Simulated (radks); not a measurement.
Results of a calculation; reference values are marked as such.
Problem. Level of theory: scalar-relativistic Kohn-Sham, PBE, spin-polarised, spherical densities, finite nucleus; open shells are filled with parallel spins first; Fermi nuclear charge, rms radius of each element as measured or else 0.836 A^(1/3) + 0.57 fm (a radial shooting solver on a logarithmic mesh with Libxc functionals). Each species is in its NIST ground configuration. Rank Cl2+, Ar2+, P2+, Al2+, Si2+, S2+, Mg2+ by Delta-SCF ionisation energy (eV), largest first.

Solution. Mg2+ 80.483, Ar2+ 40.494, Cl2+ 39.642, S2+ 34.937, Si2+ 33.451, P2+ 30.082, Al2+ 28.875.
